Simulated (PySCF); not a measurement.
# KSn⁻: from constants to spectrum

ROHF-MP2 constants of KSn⁻, triplet, unpaired electrons π ↑↑ (PySCF, scalar-relativistic core potentials, basis sets K def2-SVPD, Sn def2-SVPD with ECP28; masses 38.9637 and 119.9022 u):

| Item | Value |
| --- | --- |
| ωe | 118.2 cm⁻¹ |
| ωexe | 0.461 cm⁻¹ |
| Be | 0.048495 cm⁻¹ |
| αe | 0.000267 cm⁻¹ |
| D (centrifugal) | 3.27e-08 cm⁻¹ |
| De to K + Sn⁻ | 0.493 eV |

Q: Give the vibrational terms G(v) and spacings up to v = 6.

A: G(v) = ωe(v+½) − ωexe(v+½)².

```csv
v,G(v) (cm⁻¹),G(v) − G(v−1),Bv (cm⁻¹)
0,59.0,,0.04836
1,176.3,117.3,0.04809
2,292.6,116.4,0.04783
3,408.1,115.4,0.04756
4,522.6,114.5,0.04729
5,636.2,113.6,0.04703
6,748.8,112.7,0.04676
```

Q: How well does the Morse estimate ωe²/(4ωexe) reproduce De, and what is D0?

A: It gives 0.939 eV, 191 % of the computed De. D0 = De − G(0) = 0.493 − 0.007 = 0.486 eV.

Correlated steps freeze 9 core orbitals. Correlated levels converge slowly with the basis: in double zeta they bind strong bonds too weakly, by up to about 1 eV, and carry superposition errors of some tenths. These are scalar-relativistic numbers at best; spin–orbit coupling would shift them, the dissociation energy most. For an ion De counts to the pair picked by the measured ionisation energies or electron affinities, which need not be the lowest pair at this level. The state was picked by a PBE0 search and need not be the measured ground state.
